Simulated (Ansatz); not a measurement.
`F[SiH2]N[Si](F)(Cl)Cl` + HI → `F[SiH2]I` + `N[Si](F)(Cl)Cl` at 600 K and 1 bar (ligand exchange at the Si–N bond).

Isolated molecules relaxed with PBE0-D4/def2-TZVP in Ansatz; ΔE leaves out vibrations. CCSD(T)/CBS is the MP2 limit (def2-TZVPP, def2-QZVPP) plus CCSD(T) − MP2 in def2-TZVPP, frozen cores. def2 core potentials past Kr. For I outer-core shells are correlated without core-valence functions, which leaves a few kJ/mol of doubt a bond. Each species was taken in one conformer, which may not be the lowest.

```
                species  CCSD(T)/CBS energy (Eh)  H − E (kJ/mol)  S (J/(mol·K))
`F[SiH2]N[Si](F)(Cl)Cl`              -1754.12128           193.3          537.4
                     HI               -298.03592            31.6          227.0
             `F[SiH2]I`               -687.61044            90.2          351.4
       `N[Si](F)(Cl)Cl`              -1364.55198           141.5          428.9
```

H − E and S are ideal-gas, rigid-rotor, harmonic terms from PBE0-D4/def2-TZVP, for one conformer and one mirror image of each species. 1 Eh = 2625.50 kJ/mol, R = 8.31446 J/(mol·K).

Question: By hand: ΔE, ΔH, ΔS and ΔG.

Answer: ΔE = (-687.61044) + (-1364.55198) − (-1754.12128) − (-298.03592) = -0.00522 Eh = -13.7 kJ/mol. Δ(H − E) = 90.2 + 141.5 − 193.3 − 31.6 = 6.8, so ΔH = -6.9 kJ/mol. ΔS = 351.4 + 428.9 − 537.4 − 227.0 = 15.9 J/(mol·K). ΔG = -6.9 − 600 × (15.9)/1000 = -16.4 kJ/mol.

Question: By hand: the equilibrium constant, and the temperature at which ΔG would vanish if ΔH and ΔS stayed fixed.

Answer: log₁₀ K = −ΔG/(RT ln 10) = 1.4. ΔH and −TΔS have one sign here, so there is no such temperature.

TΔS isn't small against ΔH here. A doubt of 5 kJ/mol in ΔE shifts log₁₀ K by 0.4 here. Other conformers and mirror images would add mixing entropy, several J/(mol·K) or more a flexible species. Modes under 60 cm⁻¹, often nearly free rotors, make the harmonic entropy too high. These are equilibria of isolated gas molecules and say nothing of rates. Largest T1 diagnostic: 0.011 (customary marks: 0.02 for closed shells, 0.045 for open ones).
